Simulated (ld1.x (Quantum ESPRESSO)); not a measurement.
## Configuration tests for Mo (Z = 42) (ultrasoft)

```json
{
  "Element": "molybdenum",
  "Generator": "ld1.x (Quantum ESPRESSO) 7.5",
  "Type": "ultrasoft",
  "Functional": "LDA (PZ)",
  "Relativity": "scalar-relativistic",
  "Frozen core": "[Ar] 3d10 4s2",
  "Valence charge": "12",
  "Reference configuration": "4p6 4d5 5s0 5p1",
  "Partial waves": "5s (bound, empty): rcut 2.25, rcutus 2.80 bohr; 5s channel at 2.05 Ry: rcut 2.25, rcutus 2.80 bohr; 4p (bound): rcut 1.65, rcutus 1.95 bohr; 5p (bound): rcut 1.65, rcutus 1.95 bohr; 4d (bound): rcut 1.95, rcutus 2.20 bohr; 4d channel at -0.1 Ry: rcut 1.95, rcutus 2.20 bohr",
  "Local potential": "all-electron potential smoothed inside 2.75 bohr (lloc = -1)",
  "Core correction": "none",
  "Augmentation charge": "built from norm-conserving waves at rcut, not smoothed further"
}
```

Energies are relative to the spin-unpolarised reference configuration 4p6 4d5 5s0 5p1; without spin polarisation the order of configurations can differ from experiment. Not all tests gave a result: test run stopped at test 5 of 9 (negative rho). The frozen-core shift is the all-electron ΔE with the core orbitals held at their reference shape minus the fully relaxed ΔE.

```json
{"valence configuration": "4p6 4d5 5s1 5p0", "charge": "0", "ΔE all-electron (eV)": "-3.245", "error AE − PS (meV)": "+537", "frozen-core shift (meV)": "-0.5"}
{"valence configuration": "4p6 4d5 5s0 5p0", "charge": "+1", "ΔE all-electron (eV)": "3.941", "error AE − PS (meV)": "+544", "frozen-core shift (meV)": "+1.0"}
{"valence configuration": "4p6 4d4 5s1 5p0", "charge": "+1", "ΔE all-electron (eV)": "5.018", "error AE − PS (meV)": "+503", "frozen-core shift (meV)": "+1.9"}
```

Question: What are ΔE and the potential's error for 4p6 4d4 5s0 5p0?

Answer: ΔE = 19.644 eV all-electron; the error (AE − PS) is +528 meV.

Levels in the configuration 4p6 4d5 5s0 5p0:

```csv
level,all-electron (eV),pseudo (eV)
4p,-45.460,-45.495
4d,-10.662,-10.663
```

A variational frozen-core shift is positive and of second order in the change. This column holds negative values, so the frozen-core run of ld1.x carries numerical noise or an error of first order here, and the column gives no more than the rough size of the effect.

A Bessel basis up to 400 Ry misses an occupied level by 0.47 Ry, so cutoffs and ghosts were not judged. The potential misses its own reference levels by up to 0.5 eV.
